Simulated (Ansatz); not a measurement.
Basis-set extrapolation for `CB(Cl)N=C=O` (PBE0-D4/def2-TZVP geometry, frozen core, the Gaussian-basis code of Ansatz). Multiplicity 1, RHF reference.

```tsv
	def2-TZVPP	def2-QZVPP
HF	-691.192425	-691.214888
MP2 correlation	-1.020222	-1.098095
CCSD(T) correlation	-1.095237	not run
```

Energies in hartree. Use E(X) = E(∞) + A·exp(−7.88·√X) for Hartree–Fock and E(X) = E(∞) + B·X^(−2.97) for correlation, with X = 3 and 4, and add CCSD(T) minus MP2 of the smaller set to the MP2 limit.

Q: What is the CCSD(T) energy at the basis-set limit?

A: HF limit: -691.214888 + (-0.022463) × 0.13774 = -691.21798. MP2 limit: -1.098095 + (-0.077873) × 0.74074 = -1.15578. Higher-order term: -1.095237 − (-1.020222) = -0.07502. Total: -692.44878 hartree, 4.38 eV below CCSD(T)/def2-TZVPP.
